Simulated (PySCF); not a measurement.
**Pd(2+) (palladium, charge +2) across methods**

[Kr] 4d7 5s1, high-spin 5F determinant (an excited configuration). All numbers are calculated (PySCF 2.14, the spin-free X2C one-electron Hamiltonian (Gaussian nucleus), in x2c-TZVPPall with one added diffuse shell each of s, p, d, f type (9s7p7d3f1g, 95 functions)). The B2PLYP total includes its PT2 part (frozen core); its orbital energies are those of the SCF part.

| method | E (hartree) | mean ε 4d α (eV) | mean ε 4d β (eV) | mean ε 5s α (eV) | Σ⟨r²⟩ (bohr²) | ⟨S²⟩ |
| --- | --- | --- | --- | --- | --- | --- |
| MN15 | -5047.27 | -35.405 | -33.211 | -24.011 | 34.15 | 6.001 |
| PBE0 | -5043.67 | -34.700 | -32.321 | -23.451 | 34.13 | 6.001 |
| B2PLYP | -5043.46 | -36.674 | -34.232 | -24.109 | 34.19 | 6.002 |
| LDA | -5038.61 | -32.624 | -30.361 | -23.039 | 34.22 | 6.000 |
| PBEsol | -5041.04 | -32.496 | -30.203 | -22.760 | 34.19 | 6.001 |
| BHandHLYP | -5044.01 | -36.632 | -34.313 | -24.129 | 34.16 | 6.002 |
| UHF | -5041.64782 | -40.292 | -37.355 | -25.213 | 34.22 | 6.004 |
| PBE | -5043.59 | -32.494 | -30.269 | -22.679 | 34.21 | 6.001 |
| r2SCAN | -5044.01 | -33.108 | -30.614 | -22.894 | 34.13 | 6.001 |
